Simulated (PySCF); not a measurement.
Vertical excitations of a molecule C₄F₆ from TDA-PBE/def2-SVPD in PySCF 2.14.0, as energy in eV (oscillator strength): 6.15 (0.000), 6.61 (0.017), 7.00 (0.004), 7.75 (0.214), 7.99 (0.001), 8.05 (0.017). Lowest triplet (TDA): 4.72 eV. Geometry optimised at B3LYP-D3(BJ)/def2-SVP. The values are those of a single conformer.

Task: Which structure fits?
(A) FC(F)(F)C#CC(F)(F)F
(B) FC1=C(F)C(F)(F)C1(F)F
(C) FC(F)=C(F)C(F)=C(F)F

Result: B, FC1=C(F)C(F)(F)C1(F)F
